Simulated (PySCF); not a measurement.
Single point on GaP

State: ³Σ⁻ (triplet), unpaired electrons π ↑↑.

An equivalent input (the run itself took its basis sets from the Basis Set Exchange, started from a PBE0 density and held the occupation σ 12α 12β, πx 5α 4β, πy 5α 4β, δx 1α 1β, δy 1α 1β):

```python
from pyscf import gto, scf, cc
mol = gto.M(atom='Ga 0 0 0; P 0 0 2.46', basis={'Ga': 'def2-TZVPPD', 'P': 'def2-TZVPPD'},
            charge=0, spin=2, verbose=4, symmetry='C2v')
mf = scf.UHF(mol)
mf.irrep_nelec = {'A1': (13, 13), 'A2': (1, 1), 'B1': (5, 4), 'B2': (5, 4)}
mf.conv_tol = 1e-9
mf.max_cycle = 60
mf.diis_space = 10
mf.kernel()
mycc = cc.CCSD(mf, frozen=[[0, 1, 2, 3, 4, 5, 6, 7, 8, 9, 10, 11, 12, 13], [0, 1, 2, 3, 4, 5, 6, 7, 8, 9, 10, 11, 12, 13]])
mycc.run(conv_tol=1e-7, conv_tol_normt=1e-5, max_cycle=80, diis_space=8)
et = mycc.ccsd_t()
```

The SCF ended at -2263.97132071 hartree. The coupled-cluster part of the log:

```
******** <class 'pyscf.cc.uccsd.UCCSD'> ********
CC2 = 0
CCSD nocc = (10, 8), nmo = (88, 88)
frozen orbitals [[0, 1, 2, 3, 4, 5, 6, 7, 8, 9, 10, 11, 12, 13], [0, 1, 2, 3, 4, 5, 6, 7, 8, 9, 10, 11, 12, 13]]
max_cycle = 80
direct = 0
conv_tol = 1e-07
conv_tol_normt = 1e-05
diis_space = 8
diis_start_cycle = 0
diis_start_energy_diff = 1e+09
Init t2, MP2 energy = -0.292769311917172
Init E_corr(UCCSD) = -0.292769311924043
cycle = 1  E_corr(UCCSD) = -0.297594924416031  dE = -0.00482561249  norm(t1,t2) = 0.0951493
cycle = 2  E_corr(UCCSD) = -0.311404115326111  dE = -0.0138091909  norm(t1,t2) = 0.0345874
cycle = 3  E_corr(UCCSD) = -0.311646069137222  dE = -0.000241953811  norm(t1,t2) = 0.0173519
cycle = 4  E_corr(UCCSD) = -0.314219296514214  dE = -0.00257322738  norm(t1,t2) = 0.00820359
cycle = 5  E_corr(UCCSD) = -0.314108675658  dE = 0.000110620856  norm(t1,t2) = 0.00204852
cycle = 6  E_corr(UCCSD) = -0.314043133344468  dE = 6.55423135e-05  norm(t1,t2) = 0.00090193
cycle = 7  E_corr(UCCSD) = -0.314067691706881  dE = -2.45583624e-05  norm(t1,t2) = 0.000409507
cycle = 8  E_corr(UCCSD) = -0.314069353683591  dE = -1.66197671e-06  norm(t1,t2) = 0.000121287
cycle = 9  E_corr(UCCSD) = -0.314066939767791  dE = 2.4139158e-06  norm(t1,t2) = 5.04777e-05
cycle = 10  E_corr(UCCSD) = -0.314067039465583  dE = -9.96977916e-08  norm(t1,t2) = 1.79987e-05
cycle = 11  E_corr(UCCSD) = -0.314067451148063  dE = -4.1168248e-07  norm(t1,t2) = 8.035e-06
cycle = 12  E_corr(UCCSD) = -0.314067206549048  dE = 2.44599014e-07  norm(t1,t2) = 3.00271e-06
cycle = 13  E_corr(UCCSD) = -0.314067259732468  dE = -5.31834194e-08  norm(t1,t2) = 1.27913e-06
UCCSD converged
E(UCCSD) = -2264.285387965477  E_corr = -0.3140672597324676
UCCSD(T) correction = -0.0149285605173027
```

T1 diagnostic 0.017, D1 0.053, 18 electrons correlated.

Repeating this along the bond gives Re = 2.451 Å and ωe = 300 cm⁻¹.

A point of this curve took 150 CPU seconds beside 0.77 for the integrals, on Arm Neoverse V1 (shared host).

Correlated steps freeze 14 core orbitals. Spin–orbit coupling is left out. The state is the lowest determinant that a PBE0 search found; another state may lie lower at other levels.
